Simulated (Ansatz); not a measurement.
Basis-set extrapolation for CH₇B₂NOSi, SMILES `B[SiH]1BN1CO` (PBE0-D4/def2-TZVP geometry, frozen core, Ansatz 0.2.0). Multiplicity 1, RHF reference.

```
                      def2-TZVPP   def2-QZVPP
                 HF  -509.607106  -509.626250
    MP2 correlation    -0.928372    -0.993966
CCSD(T) correlation    -1.020288      not run
```

Energies in hartree. Use E(X) = E(∞) + A·exp(−7.88·√X) for Hartree–Fock and E(X) = E(∞) + B·X^(−2.97) for correlation, with X = 3 and 4, and add CCSD(T) minus MP2 of the smaller set to the MP2 limit.

Problem. What is the CCSD(T) energy at the basis-set limit?

Solution. HF limit: -509.626250 + (-0.019144) × 0.13774 = -509.62889. MP2 limit: -0.993966 + (-0.065594) × 0.74074 = -1.04255. Higher-order term: -1.020288 − (-0.928372) = -0.09192. Total: -510.76336 hartree, 85.3 kcal/mol below CCSD(T)/def2-TZVPP.
